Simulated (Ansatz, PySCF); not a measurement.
Reaction (SMILES): FCl -> F atom + Cl atom (the Cl-F bond at the site shown breaks; other sites are not compared here)
Structures are relaxed separately at B3LYP-D3(BJ)/def2-TZVP in Ansatz (an electronic-structure program).

Wanted: bond dissociation energy (enthalpy at 298 K, with B3LYP-D3(BJ) rigid-rotor harmonic-oscillator terms from PySCF), in eV. Cores are frozen in the correlated levels unless marked. Open shells are spin-unrestricted. No spin-orbit coupling. Non-relativistic unless marked X2C. CBS marks a two-point X^-3 extrapolation of the correlation energy; Hartree-Fock from the larger set (for Q and 5 zeta extrapolated as (X+1)exp(-9√X)).

```
level                                                      program  bond dissociation energy (eV)
---------------------------------------------------------  -------  -----------------------------
revPBE/def2-TZVPD                                           Ansatz                           2.82
TPSS/def2-TZVPD                                              PySCF                              …
B97M-V/def2-TZVPD                                           Ansatz                              …
r2SCAN0/def2-TZVPD                                          Ansatz                              …
M06-2X/def2-TZVPD                                            PySCF                              …
SCS-MP2/def2-QZVPP                                          Ansatz                           2.70
SCS-MP2/cc-pV(5+d)Z                                         Ansatz                           2.77
CCSD/6-31G                                                  Ansatz                           0.95
X2C-CCSD(T)/cc-pVTZ-DK                                      Ansatz                           2.37
CCSD(T) with core electrons (1s frozen past Ne)/cc-pwCVTZ   Ansatz                           2.44
CCSD(T)/CBS(cc-pV(Q+d)Z,cc-pV(5+d)Z)                        Ansatz                           2.70
```

Question: Some entries are withheld; supply them.

Answer: 
- TPSS/def2-TZVPD, bond dissociation energy (eV): 2.86
- B97M-V/def2-TZVPD, bond dissociation energy (eV): 2.68
- r2SCAN0/def2-TZVPD, bond dissociation energy (eV): 2.29
- M06-2X/def2-TZVPD, bond dissociation energy (eV): 2.66
